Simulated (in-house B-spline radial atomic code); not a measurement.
## RPA and G0W0 on BHandHLYP: neutral europium

Configuration [Xe] 4f7 6s2, highest spin, mean-field start BHandHLYP. Computed with an all-electron radial atomic-structure program (B-spline basis): all electrons, scalar-relativistic (spin-free one-electron X2C), finite nucleus, each spin shell either full or empty, empty states to l = 9 with an (l + 1/2)⁻⁴ tail; G0W0 by contour deformation at full frequency.

Without the two-electron picture change, the correlation of inner shells comes somewhat too large for so heavy an element.

Command:
```bash
python run_gw.py task.json out
```
Settings (radii: box in bohr, nucleus in fm):
```
Z                        63
electrons                63
configuration            [Xe] 4f7 6s2
hamiltonian              x2c
method                   bhandhlyp
lmax                     9
rms_radius               5.1115
spin_polarised           True
box_radius               40
intervals                72
ion_configuration        [Xe] 4f7 6s1
```

Cost of the run: 15 s on 1 thread of Arm Neoverse V1 (shared host).

Energies (hartree):

```csv
term,value
mean-field total,-10843.57300
Hartree-Fock functional on these orbitals,-10839.65858
direct second order,-5.9388
second-order exchange,1.5801
SOSEX correction,1.457
```

Problem. What is the RPA correlation energy, and what remains with SOSEX?

Solution. RPA gives -5.1177 hartree (-2.21 eV per electron); RPA + SOSEX gives -3.6608, and the second-order doubles -4.3587 hartree (no singles). SOSEX takes back 28 % of the RPA value.

Quasi-particle levels (eV):

```csv
level,occupied,mean field,Σx - vxc,Σc,QP weight,G0W0
6s down,yes,-4.346,-0.33,?,?,?
6s up,yes,-4.538,-0.36,-1.08,0.894,-5.976
```

G0W0 = mean field + (Σx - vxc) + Σc, with Σc (partial-wave tail included) taken at the quasi-particle energy. Only the outer levels were computed. Levels of low weight are left out.

Problem. Where does G0W0 put 6s down?

Solution. At -5.758 eV, with Σc = -1.08 eV and a quasi-particle weight of 0.898. The tabulated removal energy is 5.670 eV (NIST, measured); the calculation leaves out spin-orbit coupling, Breit and QED terms, and what these don't explain is the method's own error.

Problem. What does it cost to remove one electron (to [Xe] 4f7 6s1) by differences of total energies, each species on its own start (correlation terms add to the Hartree-Fock functional)?

Solution. BHandHLYP 5.490 eV, Hartree-Fock functional 4.590 eV, + RPA 5.735 eV, + RPA + SOSEX 5.489 eV, + second order 6.115 eV. Tabulated: 5.670 eV (NIST, measured); the calculation leaves out spin-orbit coupling, Breit and QED terms, and what these don't explain is the method's own error.
